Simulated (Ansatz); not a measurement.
Program: Ansatz. Geometries: PBE0-D4/def2-TZVP. ΔE: electronic, gas phase. CBS: MP2 limit from def2 TZ/QZ plus the TZ coupled-cluster correction, frozen cores. Functionals use def2-TZVPP. Elements past krypton have def2 core potentials. For Te outer-core shells are correlated without core-valence functions, which leaves a few kJ/mol of doubt a bond. One conformer a species, not always the lowest.

Consider the cleavage of the Si–Si bond: `C[SiH](F)[SiH2]N` + H₂Te → `N[SiH2][TeH]` + `C[SiH2]F`.

`C[SiH](F)[SiH2]N`:

Z-matrix (Å, degrees):
```
C
Si 1 1.864
H 1 1.093 2 110.8
H 1 1.092 2 111.6 3 -120.7
H 1 1.094 2 109.9 3 119.0
F 2 1.612 1 108.5 3 58.0
Si 2 2.349 1 111.9 3 178.5
H 2 1.489 1 109.4 3 -57.9
N 7 1.729 2 106.7 1 45.1
H 7 1.488 2 111.6 1 161.5
H 7 1.498 2 109.5 1 -80.6
H 9 1.008 7 119.5 2 -58.1
H 9 1.008 7 119.1 2 161.5
```

H₂Te:

Z-matrix (Å, degrees):
```
Te
H 1 1.656
H 1 1.656 2 90.4
```

`N[SiH2][TeH]`:

Z-matrix (Å, degrees):
```
Si
Te 1 2.513
N 1 1.714 2 118.0
H 1 1.483 2 102.2 3 -120.1
H 1 1.482 2 108.8 3 121.4
H 2 1.658 1 91.9 3 -68.0
H 3 1.008 1 118.5 2 81.9
H 3 1.008 1 119.5 2 -57.9
```

`C[SiH2]F`:

Z-matrix (Å, degrees):
```
C
Si 1 1.853
H 1 1.094 2 110.1
H 1 1.092 2 111.0 3 -119.6
H 1 1.092 2 111.1 3 119.7
F 2 1.604 1 109.4 3 179.8
H 2 1.485 1 111.5 3 61.3
H 2 1.485 1 111.5 3 -61.7
```

```json
{"level": "revPBE-D4", "ΔE (eV)": "-0.75"}
{"level": "BHLYP-D4", "ΔE (eV)": "-0.86"}
{"level": "r2SCAN0", "ΔE (eV)": "-0.88"}
{"level": "RPA@PBE/def2-TZVPP", "ΔE (eV)": "-0.78"}
{"level": "MP2/def2-SVP", "ΔE (eV)": "-0.91"}
{"level": "CCSD/def2-SVP", "ΔE (eV)": "-0.81"}
{"level": "MP2/def2-TZVPP", "ΔE (eV)": "-0.96"}
{"level": "CCSD/CBS(def2)", "ΔE (eV)": "-0.89"}
```

**Question.** What does CCSD(T)/CBS give? (Estimate.)

**Answer.** Computed: -0.89 eV. The listed levels differ from it by 0.14, 0.03, 0.01, 0.11, -0.02, 0.08, -0.07, 0.00 eV.

**Question.** What do rigid-rotor, harmonic-oscillator terms from PBE0-D4/def2-TZVP frequencies (298.15 K, 1 bar) make of the CCSD(T)/CBS value? (Estimate.)

**Answer.** Ansatz gave: ΔZPE = +0.08 eV, ΔH = -0.84 eV, ΔS = 4 J/(mol·K), ΔG = -0.85 eV. Modes under 50 cm⁻¹ make the entropy rough.

Largest T1 diagnostic among the species: 0.011.

Leaving LDA and LC-ωPBE aside and taking each functional with its dispersion term where it has one, the values, not all of them listed here, spread over 0.15 eV, from PBE-QIDH to B97M-V. From BLYP to BHLYP (50 % exact exchange), in def2-TZVPP and without D4, ΔE moves by −0.06 eV.
